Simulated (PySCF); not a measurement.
## Name the molecule from its bond curve

A diatomic of charge -1 contains Bi. Its doublet curve at PBE0 in a double-zeta basis (scalar-relativistic core potentials, PySCF), in eV from the separated fragments:

```csv
R (Å),E (eV)
1.879,-0.423
1.966,-0.917
2.054,-1.174
2.119,-1.259
2.185,-1.277
2.251,-1.248
2.338,-1.158
2.447,-0.997
2.578,-0.771
2.753,-0.462
```

The fit gives ωe = 426 cm⁻¹ and the rotational constant Bₑ = 0.2048 cm⁻¹.

**Question.** Which atom is the partner?

**Answer.** The minimum lies at 2.174 Å, so the reduced mass is 16.8576 u Å² cm⁻¹/(Bₑ·Re²) = 17.42 u. With Bi at 208.98 u the partner weighs about 19.0 u: F. The molecule is BiF⁻.

Spin–orbit coupling is left out, which matters for elements this heavy, above all for dissociation energies. The highest Kohn–Sham level is positive in this anion. Much of that is self-interaction error, but it also means that the finite basis helps to hold the extra electron. The state was picked by a PBE0 search and need not be the measured ground state.
